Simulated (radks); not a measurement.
The numbers below are computed, except where a source is named.
Ionisation of the technetium ion Tc+, [Kr] 4d5 5s1, to Tc2+, [Kr] 4d5, under several functionals. Dirac Kohn-Sham, spin-unpolarised, spherical densities, point nucleus; open shells fill j = l - 1/2 first; a radial shooting solver on a logarithmic mesh with Libxc functionals.

[
 {"functional": "PW91", "E(Tc+) (hartree)": "-4286.72134", "Exc (hartree)": "-129.02787", "IE (eV)": "14.891", "-e(HOMO) (eV)": "11.437", "<r> HOMO (bohr)": "3.035", "IE error (eV)": "-0.369"},
 {"functional": "BLYP", "E(Tc+) (hartree)": "-4286.54185", "Exc (hartree)": "-128.83346", "IE (eV)": "14.946", "-e(HOMO) (eV)": "11.409", "<r> HOMO (bohr)": "3.041", "IE error (eV)": "-0.314"},
 {"functional": "exchange-only B88", "E(Tc+) (hartree)": "-4284.44441", "Exc (hartree)": "-126.70774", "IE (eV)": "14.199", "-e(HOMO) (eV)": "10.722", "<r> HOMO (bohr)": "3.075", "IE error (eV)": "-1.061"},
 {"functional": "XLYP", "E(Tc+) (hartree)": "-4286.99212", "Exc (hartree)": "-129.28999", "IE (eV)": "14.990", "-e(HOMO) (eV)": "11.432", "<r> HOMO (bohr)": "3.049", "IE error (eV)": "-0.270"},
 {"functional": "revPBE", "E(Tc+) (hartree)": "-4286.19948", "Exc (hartree)": "-128.50038", "IE (eV)": "14.677", "-e(HOMO) (eV)": "11.248", "<r> HOMO (bohr)": "3.047", "IE error (eV)": "-0.583"},
 {"functional": "exchange-only PBE", "E(Tc+) (hartree)": "-4283.85373", "Exc (hartree)": "-126.10487", "IE (eV)": "14.284", "-e(HOMO) (eV)": "10.743", "<r> HOMO (bohr)": "3.099", "IE error (eV)": "-0.976"},
 {"functional": "B86b exchange with PBE correlation", "E(Tc+) (hartree)": "-4286.57229", "Exc (hartree)": "-128.87490", "IE (eV)": "14.851", "-e(HOMO) (eV)": "11.403", "<r> HOMO (bohr)": "3.034", "IE error (eV)": "-0.409"},
 {"functional": "BP86", "E(Tc+) (hartree)": "-4286.89666", "Exc (hartree)": "-129.19942", "IE (eV)": "14.985", "-e(HOMO) (eV)": "11.580", "<r> HOMO (bohr)": "3.017", "IE error (eV)": "-0.275"},
 {"functional": "AM05", "E(Tc+) (hartree)": "-4281.85462", "Exc (hartree)": "-124.09310", "IE (eV)": "14.766", "-e(HOMO) (eV)": "11.346", "<r> HOMO (bohr)": "3.025", "IE error (eV)": "-0.494"}
]

NIST Atomic Spectra Database: 15.260 eV (semi-empirical). Closest: XLYP. The Delta-SCF values span 0.79 eV, the total energies 5.14 hartree. The highest occupied level is 5s1/2. Spin polarisation and multiplet splitting are left out, so open shells lie too high by an amount that depends on their filling.

Beside tabulated values, note that spin-unpolarised runs miss the spin-polarisation part of the exchange energy of open shells.
